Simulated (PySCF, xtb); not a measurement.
GeH₆O₂Si, SMILES [OH][GeH2][O][SiH3].

GFN2-xTB (xtb) at its own geometry gives an orbital gap of 6.28 eV and a dipole moment of 0.81 D.

Geometry: PBE0-D3(BJ)/def2-SVP. This is a generated structure with no PubChem entry under its InChIKey; it may be hypothetical. The values are those of a single conformer.

Task: What does PBE/def2-TZVP (PySCF) give? (The exact figures need the calculation; the answer reports its results.)

Result: gap 6.22 eV (levels -7.11 and -0.89 eV), dipole 1.14 D.
